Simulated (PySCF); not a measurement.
C₃H₇BSn.
Cartesian coordinates in Å at the PBE0-D3(BJ)/def2-SVP level; atoms count from 1:
```xyz
12
C3H7BSn angstrom
B      2.015   -0.045    1.052
Sn     0.372   -1.396    0.316
C     -1.341   -0.112   -0.177
C     -0.949    0.911   -1.115
C     -0.572    1.755   -1.902
H      2.169    0.165    2.231
H      2.743    0.514    0.268
H     -0.190   -2.535    1.477
H      0.764   -2.243   -1.125
H     -2.131   -0.761   -0.587
H     -1.713    0.322    0.763
H     -0.253    2.506   -2.600
```

Method: PySCF, PBE0-D3(BJ)/def2-SVP geometry optimisation, gas phase, def2 core potentials past Kr.

Task: Which atoms are bound to Sn2, and at what distances?

Result: 4 atoms: H9 1.717 Å, H8 1.721 Å, C3 2.197 Å, B1 2.251 Å. The nearest atom not counted as bound is H10, at 2.74 Å (others tie with it).

Task: List the angles at Sn2.

Result: 
```tsv
angle	degrees	distance of the outer atoms (Å)
B1–Sn2–H8	114.5	3.35
B1–Sn2–H9	113.8	3.34
H8–Sn2–H9	108.3	2.79
B1–Sn2–C3	107.0	3.58
C3–Sn2–H8	106.4	3.15
C3–Sn2–H9	106.1	3.14
```

Task: What is the shape at Sn2?

Result: Distorted tetrahedral: angles from 106.1° to 114.5°; τ4 = (360° − α − β)/141° = 0.93 with α and β the two widest (0 for a square, 1 for a tetrahedron).

Task: What are the other bond lengths?

Result: C3–C4 1.443 Å; C4≡C5 1.214 Å; B1–H6, B1–H7 1.207 Å; C3–H10, C3–H11 1.101 Å; C5–H12 1.074 Å.

Task: Give some angles away from the centre.

Result: Sn2–C3–C4 110.4°, C3–C4–C5 177.6°.

Task: What are the rotational constants (commonest isotopes, rigid rotor)?

Result: A = 4894, B = 1609, C = 1334 MHz: an asymmetric top.

Point group: C1 (no symmetry element, even within 0.4 Å). Charge 0, singlet. PBE0-D3(BJ)/def2-SVP frequencies: not computed here.

On one thread of an Arm Neoverse V2 (shared host), this took 29 s and 0.51 GiB of memory at its peak. That covers the optimisation of the geometry.

One conformer stands for the species.
